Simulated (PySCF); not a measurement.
Sn(OMe)4, SMILES C[O][Sn]([O]C)([O]C)[O]C (C₄H₁₂O₄Sn), singlet, GFN2-xTB optimised geometry. Atoms within 1.6 Å of the plane z = 0.0 Å (x, y, z in Å): Sn3 (-1.05, -1.71, 0.00), O4 (-1.96, 0.09, 0.00), C5 (-2.19, 0.86, 1.15), O6 (0.96, -1.71, 0.00), C7 (1.75, -1.56, -1.15), H13 (-2.78, 1.71, 0.82), H14 (-1.25, 1.23, 1.59), H17 (1.67, -0.56, -1.58), H18 (2.78, -1.71, -0.82).

Level of theory: PBE0/def2-SVP, def2 effective core potentials past Kr in PySCF. The core electrons that the potentials of Sn replace are not part of the density. Cells within 0.4 Å of a nucleus heavier than hydrogen are left out (blank, or x).

Map of the log10 of the electron density (e/bohr³), floored at −4 on the plane z = 0.0 Å:

```
|00000000000000000000000000000|
|00000000000000000000000000000|
|00000000000000000000000000000|
|00000000000000000000000000000|
|00000000000000000000000000000|
|00000000000000000000000000000|
|00001122110000000000000000000|
|00012233221000000000000000000|
|00012344322100000000000000000|
|00023444433210000000000000000|
|00023445444321000000000000000|
|00013445555432000000000000000|
|00012456776542100000000000000|
|00013467xx7643211111000000000|
|00013468xx8654322222110000000|
|00012457887654444443221100000|
|00002356676665555554333210000|
|00001345567886667765444321000|
|00001234579x9767xx86544431000|
|0000123457xxx867xx86554432000|
|00001134579997678876444321000|
|00001124556776566665433321000|
|00001123455554445544322110000|
|00000112344443333332111000000|
|00000011233332222110000000000|
|00000000112211100000000000000|
|00000000001111000000000000000|
|00000000000100000000000000000|
|00000000000000000000000000000|
```
Scale: ten equal steps from -4.00 (start of '0') to 0.433 (end of '9'), in the order '0123456789'; x runs from -5.00 to 5.00, y from -5.00 (bottom) to 5.00 (top).
